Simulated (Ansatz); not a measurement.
`[SH][Cd][SH]` + HCl → `[SH][Cd][Cl]` + H₂S  (ligand exchange at a Cd–S bond)

Isolated molecules relaxed with PBE0-D4/def2-TZVP in Ansatz; ΔE leaves out vibrations. CCSD(T)/CBS adds triple-zeta CCSD(T) − MP2 to the extrapolated MP2 energy (def2 sets, frozen cores). This one scheme is used for every species. DFT in def2-TZVPP. B3LYP here is the variant with VWN-RPA as its local correlation; programs differ in this. HSE06 is defined as in plane-wave codes. Elements past krypton have def2 core potentials. For Cd outer-core shells are correlated without core-valence functions, which leaves a few kJ/mol of doubt a bond. Each species was taken in one conformer, which may not be the lowest.

`[SH][Cd][SH]`:

Cartesian coordinates in Å:
```
S 1.354 0.413 -1.896
Cd -0.116 -0.267 -0.214
S -1.601 -0.979 1.442
H 1.045 1.713 -1.750
H -0.682 -0.880 2.418
```

HCl:

Z-matrix (Å, degrees):
```
Cl
H 1 1.279
```

`[SH][Cd][Cl]`:

Cartesian coordinates in Å:
```
S -1.414 -0.356 -0.956
Cd 0.688 -0.081 -0.005
Cl 2.763 0.172 0.902
H -2.037 0.266 0.060
```

H₂S:

Z-matrix (Å, degrees):
```
S
H 1 1.341
H 1 1.341 2 92.3
```

```json
{"level": "PBE-D4", "ΔE (kJ/mol)": "-23.9", "difference from CCSD(T)/CBS": "5.6"}
{"level": "B97M-V", "ΔE (kJ/mol)": "-32.7", "difference from CCSD(T)/CBS": "-3.2"}
{"level": "B3LYP-D4", "ΔE (kJ/mol)": "-30.3", "difference from CCSD(T)/CBS": "-0.8"}
{"level": "r2SCAN0-D4", "ΔE (kJ/mol)": "-30.7", "difference from CCSD(T)/CBS": "-1.2"}
{"level": "HSE06-D4", "ΔE (kJ/mol)": "-27.5", "difference from CCSD(T)/CBS": "2.0"}
{"level": "BHLYP-D4", "ΔE (kJ/mol)": "-35.4", "difference from CCSD(T)/CBS": "-5.9"}
{"level": "CAM-B3LYP-D4", "ΔE (kJ/mol)": "-33.1", "difference from CCSD(T)/CBS": "-3.6"}
{"level": "ωB97X-V", "ΔE (kJ/mol)": "-33.6", "difference from CCSD(T)/CBS": "-4.1"}
{"level": "ωB97M-V", "ΔE (kJ/mol)": "-31.4", "difference from CCSD(T)/CBS": "-1.9"}
{"level": "B2PLYP", "ΔE (kJ/mol)": "-30.4", "difference from CCSD(T)/CBS": "-0.9"}
{"level": "PBE-QIDH", "ΔE (kJ/mol)": "-29.0", "difference from CCSD(T)/CBS": "0.5"}
{"level": "r2SCANh", "ΔE (kJ/mol)": "-30.0", "difference from CCSD(T)/CBS": "-0.5"}
{"level": "RPA@PBE/def2-TZVPP", "ΔE (kJ/mol)": "-28.2", "difference from CCSD(T)/CBS": "1.3"}
{"level": "SCS-MP2/def2-QZVPP", "ΔE (kJ/mol)": "-29.8", "difference from CCSD(T)/CBS": "-0.3"}
{"level": "MP2/CBS(def2)", "ΔE (kJ/mol)": "-25.6", "difference from CCSD(T)/CBS": "3.9"}
{"level": "CCSD/CBS(def2)", "ΔE (kJ/mol)": "-32.4", "difference from CCSD(T)/CBS": "-2.9"}
{"level": "CCSD(T)/CBS", "ΔE (kJ/mol)": "-29.5", "difference from CCSD(T)/CBS": "0"}
```

(1) What do rigid-rotor, harmonic-oscillator terms from PBE0-D4/def2-TZVP frequencies (298.15 K, 1 bar) make of the CCSD(T)/CBS value? (Estimate.)

Largest T1 diagnostic among the species: 0.013.

Answers

(1) Computed: ΔZPE = +1.4 kJ/mol, ΔH = -29.0 kJ/mol, ΔS = 8 J/(mol·K), ΔG = -31.3 kJ/mol.

Leaving LDA and LC-ωPBE aside and taking each functional with its dispersion term where it has one, the values spread over 11.6 kJ/mol, from BHLYP-D4 to PBE-D4. LDA lies +4.9 kJ/mol from PBE without D4. From PBE to PBE0 (25 % exact exchange), in def2-TZVPP and without D4, ΔE moves by −3.6 kJ/mol.
